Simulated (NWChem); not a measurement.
Species: C₄H₄ClF; SMILES CC=C=C(F)Cl

Question: Give the equilibrium geometry at PBE0/def2-SVP (NWChem) as an XYZ file, with the point group.

Answer: point group C1; any orientation.
```
10

C      0.3440    -2.9360     0.5023
C      0.0726    -1.8926    -0.5351
C     -0.1775    -0.6261    -0.3031
C     -0.4097     0.6381    -0.0717
F     -1.6192     1.1491     0.1175
Cl     0.8222     1.8428     0.0175
H     -0.3965    -3.7492     0.4296
H      0.3135    -2.5205     1.5179
H      1.3334    -3.3923     0.3350
H      0.0858    -2.2285    -1.5832
```
